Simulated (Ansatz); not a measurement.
A run for Ansatz (a quantum-chemistry and plane-wave program): R-PBE/def2-TZVPP on GeH4Se2 (SMILES [GeH3][Se][SeH]), a point of a torsion scan.

Ansatz 0.2 input:
```yaml
crystal:
  periodic: [false, false, false]
  atoms:
    - {symbol: Ge, position_ang: [1.01115535, -0.11156457, 0.06264458]}
    - {symbol: Se, position_ang: [-0.47397832, 1.66831533, -0.31080074]}
    - {symbol: Se, position_ang: [-2.49681573, 0.58566663, 0.04295439]}
    - {symbol: H, position_ang: [0.74020703, -1.27034638, -0.85226313]}
    - {symbol: H, position_ang: [2.39920814, 0.40349606, -0.15828375]}
    - {symbol: H, position_ang: [0.88491785, -0.60605381, 1.47878880]}
    - {symbol: H, position_ang: [-2.24923098, 0.19125725, 1.42252073]}
basis:
  gaussian:
    orbitals: def2-TZVPP
hamiltonian:
  xc: {name: PBE}
scf: {lower_state_search: off}
```

Output:

```
WARN ansatz: RAYON_NUM_THREADS=1 ignored (pool sized by the plan → 1); use --threads N
Functional definition: PBE
these checks for a lower state are left out or cut short: stability, starts, cluster_reference, orbital_swaps, neighbouring_geometries, increment
integrals: 0.15 GiB planned
1368 factors; their error is unknown
mean field: 0.86 GiB planned
mean field evaluation 1: about -187253.9903 eV, gradient 3.0e1 eV
mean field evaluation 2: about -187254.4208 eV, gradient 3.0e1 eV
mean field evaluation 4: about -187255.1684 eV, gradient 1.3e0 eV
mean field evaluation 8: about -187255.1724 eV, gradient 2.6e-2 eV
mean field evaluation 16: about -187255.1050 eV, gradient 5.4e-5 eV
mean field -187255.10495390 eV, -6881.4981809871 hartree, gradient 3.4e-6 eV, S^2 0.000000; 0 other end points of the search recorded, 0 dependent functions left out
reference -187255.10499245 eV, -6881.4981824036 hartree; 52, 52 occupied and 148, 148 virtual orbitals, 1368 factors
Total energy: -187255.10499245 eV, -6881.4981824036 hartree
Checks for a lower state left out: stability, starts, cluster_reference, orbital_swaps, neighbouring_geometries, increment
```

Self-consistency was reached.

Cost: around 2.8 core-seconds (rough).
